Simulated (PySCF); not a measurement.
**Phosphorus: highly charged ions in a basis for the neutral atom**

P⁷⁺ [He] 2s2 2p4, P⁸⁺ [He] 2s2 2p3. All numbers are calculated (PySCF 2.14, scalar relativity by spin-free X2C-1e, in x2c-TZVPall). No spin-orbit coupling, so a gap to NIST mixes the basis error with missing relativistic terms.

Changed run: basis of the neutral atom used for a highly charged ion. This setting is unsound on purpose.

| species | method | sound run (hartree) | changed run (hartree) | converged |
| --- | --- | --- | --- | --- |
| P⁷⁺ | UHF | not run | -317.46833 | yes |
| P⁷⁺ | B3LYP | not run | -317.74117 | yes |
| P⁷⁺ | M06-L | not run | -317.79776 | yes |
| P⁸⁺ | UHF | not run | -306.14346 | yes |
| P⁸⁺ | B3LYP | not run | -306.32238 | yes |
| P⁸⁺ | M06-L | not run | -306.38845 | yes |

Ionisation energy of P⁷⁺:

| method | changed run (eV) | NIST (eV) |
| --- | --- | --- |
| UHF | 308.17 | 309.6 ± 0.1 |
| B3LYP | 310.72 | 309.6 ± 0.1 |
| M06-L | 310.46 | 309.6 ± 0.1 |

The contracted functions were made for the neutral atom and can be too rigid for a highly charged ion.
